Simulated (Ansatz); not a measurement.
Reaction (adduct formation): `CB(C)C` + H₂O → `C[B-](C)(C)[OH2+]`

Computed with Ansatz on PBE0-D4/def2-TZVP structures; ΔE is electronic, products minus reactants. CCSD(T)/CBS adds triple-zeta CCSD(T) − MP2 to the extrapolated MP2 energy (def2 sets, frozen cores). This one scheme is used for every species. DFT in def2-TZVPP. One conformer a species, not always the lowest.

CCSD(T)/CBS gives -4.2 kcal/mol.

(1) Another level gave -0.8 kcal/mol. Which?
A. CCSD/def2-TZVPP
B. MP2/def2-TZVPP
C. BHLYP/def2-TZVPP
D. PBE-QIDH/def2-TZVPP

Largest T1 diagnostic among the species: 0.009.

Results:

(1) C. BHLYP -0.8, PBE-QIDH -5.2, MP2/def2-TZVPP -6.2, CCSD/def2-TZVPP -4.2 kcal/mol.

From BLYP to BHLYP (50 % exact exchange), in def2-TZVPP and without D4, ΔE moves by −2.2 kcal/mol. In def2-TZVPP, CCSD(T) changes the Hartree–Fock value by −10.0 kcal/mol (the triples alone add −1.4 kcal/mol) and MP2 by −10.6 kcal/mol. At CCSD(T), def2-SVP lies −6.4 kcal/mol from the extrapolated value and def2-TZVPP −1.4 kcal/mol.
